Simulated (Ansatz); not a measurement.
Reaction (redistribution): `BS[SiH](C)Cl` + `F[SiH2][GeH3]` → `BS[SiH2]C` + `F[SiH](Cl)[GeH3]`

Isolated molecules relaxed with PBE0-D4/def2-TZVP in Ansatz; ΔE leaves out vibrations. CCSD(T)/CBS adds triple-zeta CCSD(T) − MP2 to the extrapolated MP2 energy (def2 sets, frozen cores). Functionals use def2-TZVPP. For Ge outer-core shells are correlated without core-valence functions, which leaves a few kJ/mol of doubt a bond. Scalar relativity is left out up to krypton. One conformer a species, not always the lowest.

| level | ΔE (eV) |
| --- | --- |
| PBE-D4 | -0.01 |
| BHLYP-D4 | -0.01 |
| CAM-B3LYP-D4 | -0.02 |
| ωB97X-V | -0.01 |
| LC-ωPBE | -0.02 |
| MP2/def2-SVP | -0.02 |
| CCSD(T)/def2-TZVPP | -0.01 |
| MP2/CBS(def2) | 0.01 |

What does CCSD(T)/CBS give? (Estimate.)

The calculation gave: -0.01 eV. The listed levels differ from it by 0.00, 0.00, -0.01, 0.00, -0.01, -0.01, 0.00, 0.02 eV.

What do rigid-rotor, harmonic-oscillator terms from PBE0-D4/def2-TZVP frequencies (298.15 K, 1 bar) make of the CCSD(T)/CBS value? (Estimate.)

Computed: ΔZPE = 0.00 eV, ΔH = 0.00 eV, ΔS = 7 J/(mol·K), ΔG = -0.02 eV. Modes under 50 cm⁻¹ make the entropy rough.

Largest T1 diagnostic among the species: 0.013.

Leaving LDA and LC-ωPBE aside and taking each functional with its dispersion term where it has one, the values, not all of them listed here, spread over 0.02 eV, from B2PLYP to revPBE-D4.
